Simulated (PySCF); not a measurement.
NICS in isomers of C6H10NP.

Definitions: NICS(0) = −σiso at the ring centroid; NICS(1) = −σiso and NICS(1)zz = −σzz at ±1 Å along the ring normal z. Level: GIAO PBE0/pcSseg-1 (PySCF, non-relativistic, gas phase) on the GFN2-xTB geometries, one conformer each. Atom numbers follow the mapped SMILES.

Question: Order these rings by mean NICS(1)zz, lowest (most negative) first (ppm).
A. ring N4–C5–C6–P7–C8 in `[CH3:1][CH:2]([CH3:3])[n:4]1[cH:5][cH:6][p:7][cH:8]1`
B. ring C5–C6–C7–C8 in `[N:1]#[C:2][CH2:3][PH:4][CH:5]1[CH2:6][CH2:7][CH2:8]1`
C. ring C3–P4–C5–C6–N7 in `[CH3:1][CH2:2][c:3]1[p:4][cH:5][cH:6][n:7]1[CH3:8]`
D. ring C6–C7–C8 in `[N:1]#[C:2][CH2:3][CH2:4][PH:5][CH:6]1[CH2:7][CH2:8]1`
E. ring C3–C4–P6 in `[CH2:1]=[CH:2][C:3]1=[C:4]([CH3:5])[P:6]1[NH:7][CH3:8]`

Answer: A (-28.6), C (-26.7), D (-23.3), E (-18.5), B (5.5).

```tsv
SMILES	ring	NICS(0)	NICS(1)	NICS(1)zz	HOMA	rms pucker (Å)	ring atoms with four or more neighbours
CC(C)n1ccpc1	5-membered ring with N and P; formal bonds all aromatic	-12.9	-11.3	-28.6	0.86	0.00	0
CCc1pccn1C	5-membered ring with N and P; formal bonds all aromatic	-12.2	-10.9	-26.7	0.84	0.00	0
N#CCCPC1CC1	3-membered carbocycle; formal bonds all single	-44.6	-8.6	-23.3	–	0.00	3
C=CC1=C(C)P1NC	3-membered ring with P; formal bonds 1 double, 2 single	-25.3	-9.4	-18.5	-0.83	0.00	0
N#CCPC1CCC1	4-membered carbocycle; formal bonds all single	1.7	0.4	5.5	–	0.08	4
```

NICS(0) gives another order. The isotropic NICS(1) gives another order. HOMA uses Krygowski's 1993 parameters; it is left out where a ring has a four-coordinate atom, a triple bond, no multiple bond or a kind of bond without parameters. NICS(1) and NICS(1)zz are means over the two faces.
